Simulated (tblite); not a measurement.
C₅H₁₀N₂Si.
Bonds: C1–C2 (double), C2–C3, C3–N4, N4–C5, C5–Si6, Si6–C7, C7–N8 (triple). Hydrogens: H9, H10 on C1; H11 on C2; H12, H13 on C3; H14 on N4; H15, H16 on C5; H17, H18 on Si6.

Computed with GFN2-xTB (tblite), gas phase: L-BFGS steps from a force-field or distance-geometry start until the largest atomic force falls under 0.01 eV/Å.

The end geometry, which sets the zero of energy:
```
atom  x, y, z in Å
C1     -2.8214    0.4704   -1.5017
C2     -2.2254    0.4275   -0.3257
C3     -0.7464    0.5291   -0.1254
N4     -0.2870   -0.5382    0.7453
C5      1.1417   -0.5227    0.9951
Si6     2.3051   -0.8165   -0.5108
C7      2.3382    0.7130   -1.5804
N8      2.3575    1.6565   -2.2318
H9     -2.2624    0.5940   -2.4153
H10    -3.8910    0.4003   -1.6024
H11    -2.7933    0.3026    0.5859
H12    -0.5133    1.4770    0.3761
H13    -0.2303    0.5347   -1.1027
H14    -0.5681   -1.4356    0.3602
H15     1.3766    0.4359    1.4688
H16     1.3435   -1.2965    1.7417
H17     1.7882   -1.8954   -1.3587
H18     3.6788   -1.0297   -0.0593
```

**Question.** These geometries come from the run, each turned onto the end geometry. Order them by energy, lowest first.
A.
```
atom  x, y, z in Å
C1     -2.8831    0.5442   -1.4772
C2     -2.2397    0.3757   -0.3380
C3     -0.7552    0.4804   -0.1778
N4     -0.2776   -0.5495    0.7255
C5      1.1464   -0.4933    0.9938
Si6     2.3389   -0.8206   -0.4812
C7      2.3929    0.6962   -1.5671
N8      2.4162    1.6336   -2.2269
H9     -2.3636    0.7778   -2.3922
H10    -3.9553    0.4723   -1.5412
H11    -2.7697    0.1456    0.5758
H12    -0.5107    1.4474    0.2806
H13    -0.2613    0.4509   -1.1663
H14    -0.5336   -1.4648    0.3661
H15     1.3545    0.4885    1.4310
H16     1.3515   -1.2308    1.7753
H17     1.8393   -1.9109   -1.3243
H18     3.7011   -1.0361    0.0031
```
B.
```
atom  x, y, z in Å
C1     -2.8665    0.0456   -1.4284
C2     -2.2717    0.3914   -0.3008
C3     -0.8004    0.6209   -0.1647
N4     -0.2864   -0.3350    0.8022
C5      1.1578   -0.3537    0.9326
Si6     2.0855   -0.7260   -0.7235
C7      2.9724    0.8340   -1.2532
N8      3.5263    1.8013   -1.5273
H9     -2.3222   -0.0503   -2.3588
H10    -3.9249   -0.1519   -1.4828
H11    -2.8044    0.4658    0.6383
H12    -0.5620    1.6260    0.2114
H13    -0.3286    0.5011   -1.1541
H14    -0.6075   -1.2657    0.5599
H15     1.4593    0.5941    1.3856
H16     1.3891   -1.1324    1.6611
H17     1.1066   -1.0605   -1.7760
H18     3.0685   -1.7984   -0.5624
```
C.
```
atom  x, y, z in Å
C1     -2.9058    0.5213   -1.4719
C2     -2.2519    0.3712   -0.3362
C3     -0.7682    0.4921   -0.1772
N4     -0.2791   -0.5377    0.7211
C5      1.1469   -0.4865    0.9862
Si6     2.3331   -0.8232   -0.4914
C7      2.4485    0.6980   -1.5623
N8      2.5520    1.6447   -2.2006
H9     -2.3997    0.7503   -2.3958
H10    -3.9777    0.4361   -1.5231
H11    -2.7748    0.1452    0.5827
H12    -0.5402    1.4582    0.2911
H13    -0.2737    0.4761   -1.1660
H14    -0.5327   -1.4521    0.3592
H15     1.3695    0.4923    1.4217
H16     1.3465   -1.2247    1.7687
H17     1.8039   -1.9033   -1.3313
H18     3.6945   -1.0515   -0.0158
```
D.
```
atom  x, y, z in Å
C1     -2.9242    0.3416   -1.4473
C2     -2.2855    0.3845   -0.2942
C3     -0.8088    0.5596   -0.1474
N4     -0.3012   -0.4741    0.7353
C5      1.1330   -0.4380    0.9430
Si6     2.2782   -0.8007   -0.5721
C7      2.7246    0.7659   -1.4905
N8      2.9939    1.7208   -2.0669
H9     -2.4070    0.4674   -2.3855
H10    -3.9899    0.2038   -1.5018
H11    -2.8015    0.2543    0.6478
H12    -0.6048    1.5250    0.3306
H13    -0.3131    0.5670   -1.1362
H14    -0.5885   -1.3864    0.3928
H15     1.3731    0.5413    1.3727
H16     1.3527   -1.1898    1.7086
H17     1.6136   -1.6836   -1.5362
H18     3.5464   -1.3524   -0.0938
```
E.
```
atom  x, y, z in Å
C1     -2.9009    0.1060   -1.4133
C2     -2.3145    0.4119   -0.2725
C3     -0.8405    0.6167   -0.1175
N4     -0.2997   -0.4156    0.7511
C5      1.1449   -0.3631    0.8877
Si6     2.1696   -0.7896   -0.6903
C7      2.9610    0.7863   -1.3005
N8      3.4513    1.7614   -1.6503
H9     -2.3377    0.0188   -2.3272
H10    -3.9617   -0.0551   -1.4937
H11    -2.8829    0.4875    0.6425
H12    -0.6430    1.5802    0.3680
H13    -0.3501    0.6291   -1.1087
H14    -0.5876   -1.3312    0.4141
H15     1.3987    0.6382    1.2505
H16     1.4157   -1.0617    1.6851
H17     1.3091   -1.2907   -1.7664
H18     3.2592   -1.7225   -0.3996
```

**Answer.** A (0.003 eV), C (0.007 eV), D (0.025 eV), E (0.045 eV), B (0.109 eV).

In the order of the answer:

```json
{"step": "110", "E above end (eV)": "0.003", "largest force (eV/Å)": "0.02", "rms force component (eV/Å)": "0.004", "rms distance from end (Å)": "0.093", "rms bond change (Å)": "0.000", "bond most changed (Å)": "C3–N4 -0.001"}
{"step": "93", "E above end (eV)": "0.007", "largest force (eV/Å)": "0.06", "rms force component (eV/Å)": "0.019", "rms distance from end (Å)": "0.103", "rms bond change (Å)": "0.001", "bond most changed (Å)": "Si6–C7 -0.003"}
{"step": "75", "E above end (eV)": "0.025", "largest force (eV/Å)": "0.17", "rms force component (eV/Å)": "0.037", "rms distance from end (Å)": "0.241", "rms bond change (Å)": "0.002", "bond most changed (Å)": "C5–Si6 +0.008"}
{"step": "47", "E above end (eV)": "0.045", "largest force (eV/Å)": "0.07", "rms force component (eV/Å)": "0.019", "rms distance from end (Å)": "0.509", "rms bond change (Å)": "0.001", "bond most changed (Å)": "C5–Si6 +0.004"}
{"step": "10", "E above end (eV)": "0.109", "largest force (eV/Å)": "0.23", "rms force component (eV/Å)": "0.079", "rms distance from end (Å)": "0.593", "rms bond change (Å)": "0.004", "bond most changed (Å)": "Si6–H17 +0.009"}
```

The cost below is that of the whole relaxation. Hardware: Intel Xeon at 2.50 GHz, one thread, shared host. Cost: 2.3 s of wall time.
